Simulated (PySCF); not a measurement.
# Ionisation energy of Nb by level of theory

Nb [Kr] 4d4 5s1 (6D) → Nb⁺ [Kr] 4d4 (5D), as a difference of total energies. All numbers are calculated (PySCF 2.14, the spin-free X2C one-electron Hamiltonian (Gaussian nucleus), in x2c-QZVPPall). Correlated levels: valence: [Kr] frozen; valence and next inner shell: [Ar] 3d10 frozen. The calculations carry no spin-orbit coupling.

Question: Order these methods by the ionisation energy they give, lowest first.
A. SCS-MP2 (valence and next inner shell)
B. MP2 (valence and next inner shell)
C. M06
D. TPSS

Answer: A (6.423 eV), C (6.479 eV), B (6.784 eV), D (6.938 eV).

Errors of the correlated levels include the incompleteness of this basis and the frozen core.

For comparison: 6.776 eV (measured; NIST levels, between the centres of gravity of the two terms).
